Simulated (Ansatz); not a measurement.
Calculation: Ansatz (a quantum-chemistry and plane-wave program) with frozen-core CCSD(T)/cc-pVTZ // PBE0-D4/def2-TZVP.

Ansatz 0.2 input:
```yaml
crystal:
  periodic: [false, false, false]
  atoms:
    - { symbol: Si, position_ang: [2.46789, 0.049142, -0.178685] }
    - { symbol: Al, position_ang: [0.039599, 0.005766, 0.196428] }
    - { symbol: Si, position_ang: [-1.147591, -2.12133, 0.530541] }
    - { symbol: Si, position_ang: [-1.286391, 2.076594, 0.213954] }
    - { symbol: H, position_ang: [3.111471, 1.284533, 0.35166] }
    - { symbol: H, position_ang: [2.722278, 0.016472, -1.650588] }
    - { symbol: H, position_ang: [3.168227, -1.124845, 0.415185] }
    - { symbol: H, position_ang: [-2.439374, -2.159308, -0.213772] }
    - { symbol: H, position_ang: [-0.352885, -3.315293, 0.124848] }
    - { symbol: H, position_ang: [-1.472843, -2.275543, 1.980218] }
    - { symbol: H, position_ang: [-2.139155, 2.147003, 1.436596] }
    - { symbol: H, position_ang: [-2.206325, 2.097702, -0.961387] }
    - { symbol: H, position_ang: [-0.464894, 3.319111, 0.163876] }
basis:
  gaussian: { orbitals: cc-pVTZ }
correlation:
  method: ccsd_t
```

Output:

```
Functional definition: HF
1504 factors; integrals over basis functions are off by at most 9.8e-4 eV
mean field evaluation 1: about -30310.4651 eV, gradient 1.8e1 eV
mean field evaluation 2: about -30310.6761 eV, gradient 1.8e1 eV
mean field evaluation 4: about -30313.0031 eV, gradient 1.6e0 eV
mean field evaluation 8: about -30313.0125 eV, gradient 2.9e-1 eV
mean field evaluation 16: about -30310.4651 eV, gradient 1.8e1 eV
mean field -30313.01333343 eV, -1113.9826931050 hartree, gradient 3.4e-6 eV, S^2 0.000000; 0 other end points of the search recorded, 0 dependent functions left out
20 core orbitals not correlated
reference -30313.01333343 eV, -1113.9826931050 hartree; 12, 12 occupied and 230, 230 virtual orbitals, 1504 factors
second order -12.50881686 eV of doubles, -0.00000000 eV of singles
cycle   1  -14.19903031 eV  change    -1.7e0 eV  update   1.0e-1
cycle   2  -14.81374835 eV  change   -6.1e-1 eV  update   3.5e-2
cycle   3  -14.85242786 eV  change   -3.9e-2 eV  update   1.1e-2
cycle   4  -14.84607826 eV  change    6.3e-3 eV  update   3.9e-3
cycle   5  -14.84399100 eV  change    2.1e-3 eV  update   1.2e-3
cycle   6  -14.84373294 eV  change    2.6e-4 eV  update   4.0e-4
cycle   7  -14.84379060 eV  change   -5.8e-5 eV  update   1.2e-4
cycle   8  -14.84383083 eV  change   -4.0e-5 eV  update   4.7e-5
cycle   9  -14.84382963 eV  change    1.2e-6 eV  update   1.8e-5
perturbative correction -0.51000169 eV, -0.0187422166 hartree
Total energy: -30328.36716475 eV, -1114.5469359989 hartree
```

Cost: roughly 11 core-minutes.
